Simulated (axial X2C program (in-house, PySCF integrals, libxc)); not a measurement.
## Testing model relations on RbH

A bond curve at the CCSD(T) level, 2c, was computed with an in-house relativistic program for diatomic molecules (basis Rb dyall-cv4z [14s14p9d7f4g], H dyall-v4z [7s3p2d1f] (cores contracted in-house)) for the state Ω = 0 (closed shell). Its fit gives Re = 2.3703 Å, ωe = 937.7 cm⁻¹, ωexe = 13.6 cm⁻¹ and αe = 6.997e-02 cm⁻¹; the masses are 84.9118 and 1.0078 u. Two-component means X2C with spin–orbit coupling and atomic mean-field Coulomb and Gaunt terms.

Correlated methods: 10 electrons correlated (number of frozen shells: Rb 3 s, 2 p, 1 d; H none), 320 virtual spin orbitals or spinors in MP2, 126 natural virtuals in coupled cluster.

Find the reduced mass, Be and the force constant.

From the CCSD(T) values: μ = 0.9960 u. Be = 16.8576/(μ Re²) = 3.013 cm⁻¹. k = 5.8918×10⁻⁷ μ ωe² = 0.516 mdyn/Å.

A Morse curve ties αe to the other constants (Pekeris). How well does that hold?

αe(Morse) = 6Be²/ωe × (√(ωexe/Be) − 1) = 6.531e-02 cm⁻¹; the CCSD(T) curve gives 6.997e-02 cm⁻¹, a ratio of 0.93.

Estimate De from a Morse curve and compare with the computed well depth of 1.773 eV to Rb + H.

De(Morse) = ωe²/(4ωexe) = 2.004 eV against 1.773 eV computed, a ratio of 1.13. For De the Morse form works well here.

Where do the fundamental and the first overtone lie?

ν(1←0) = ωe − 2ωexe = 910.5 cm⁻¹; ν(2←0) = 2ωe − 6ωexe = 1793.8 cm⁻¹.

Scale the constants to the deuteride (D 2.0141 u) within the Born–Oppenheimer picture.

ρ = √(μH/μD) = 0.7115; ωe = 667.2, ωexe = 6.88, Be = 1.525 cm⁻¹; the zero-point energy falls by 134 cm⁻¹.

The state is one determinant whose occupation by symmetry is held fixed; it was picked as the lowest of a PBE0 search that is not exhaustive. De is counted from the lowest determinant-based energies of the atoms at the same level, without counterpoise correction. Coupled cluster ran in a truncated set of natural virtual spinors; the MP2 energy of the rest was added. (T) has no such correction and the atoms are truncated less, which lowers De at CCSD(T) by a hundredth of an eV or more.
